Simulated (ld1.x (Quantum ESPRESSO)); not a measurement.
**Before and after: TM semilocal potential for Ba (Z = 56)**

barium (Ba), norm-conserving Troullier–Martins (semilocal form), made with ld1.x (Quantum ESPRESSO) 7.5 (PBEsol, scalar-relativistic). Core [Xe], reference 5d0 6s1 6p0 (charge +1). Waves: 6p (bound, empty): rc 3.60 bohr; 5d (bound, empty): rc 2.55 bohr; 6s (bound): rc 3.25 bohr. Local part: the s channel. Core correction: none.

All-electron outer shells of the reference configuration (PBEsol, scalar-relativistic, ld1.x):

```tsv
shell	level (eV)	outermost node (bohr)	outermost maximum (bohr)
5p	-24.38	0.86	1.67
6s	-7.59	1.95	3.86
5d	-7.08	1.00	2.40
6p	-4.96	2.31	4.77
```

Change: wave 6s (bound): rc 3.25 bohr becomes 6s (bound): rc 4.90 bohr.

Cutoffs: the cutoffs (Ry, on a coarse ladder) from which the occupation-weighted sum of valence levels, in a spherical-Bessel basis at the reference potential, stays within 10 and 1 mRy of its value at 400 Ry; they do not see the model core or the augmentation charge, which bear on the density cutoff. Errors are all-electron minus pseudo energies relative to the spin-unpolarised reference configuration.

Q: Predict the effect on cutoff, ghosts and configuration errors.

A: Both files are very soft, the changed one slightly softer (loose and tight cutoff 6 and 12 Ry → 6 and 6 Ry on this coarse ladder); the number of tests with a reliable result goes from 7 to 6; of the 6 tests that both files solve, the error grows in 0 and shrinks in 4 by more than 15 % and 0.3 meV (median size 73.7 → 61.7 meV); neither file shows a bound ghost. That the errors move this way runs against the usual rule that smaller radii transfer better. A semilocal file is local in each channel, so a ghost entry of none says nothing of the separable form that plane-wave codes build from it.

| quantity | base | changed |
| --- | --- | --- |
| cutoff, loose | 6 Ry | 6 Ry |
| cutoff, tight | 12 Ry | 6 Ry |
| bound ghosts | none | none |
| tests with a reliable result | 7 of 7 | 6 of 7 |
| error for 5d0 6s2 6p0, meV [ΔE -5.38 eV] | +1.0 | -0.1 |
| error for 5d0 6s1 6p1, meV [ΔE -3.33 eV] | -11 | -11 |
| error for 5d0 6s0 6p2, meV [ΔE -1.21 eV] | +15 | +14 |
| error for 5d1 6s0 6p0, meV [ΔE 0.65 eV] | +394 | +304 |
| error for 5d1 6s1 6p0, meV [ΔE -4.04 eV] | +305 | +248 |
| error for 5d0.5 6s1.5 6p0, meV [ΔE -4.74 eV] | +133 | +109 |

Base: ld1.x printed “convergence not achieved” for 5 of the counted tests; their residual had stalled under 1e-8, short of the target of 1e-14. Changed file: ld1.x printed “convergence not achieved” for 4 of the counted tests; their residual had stalled under 1e-8, short of the target of 1e-14.
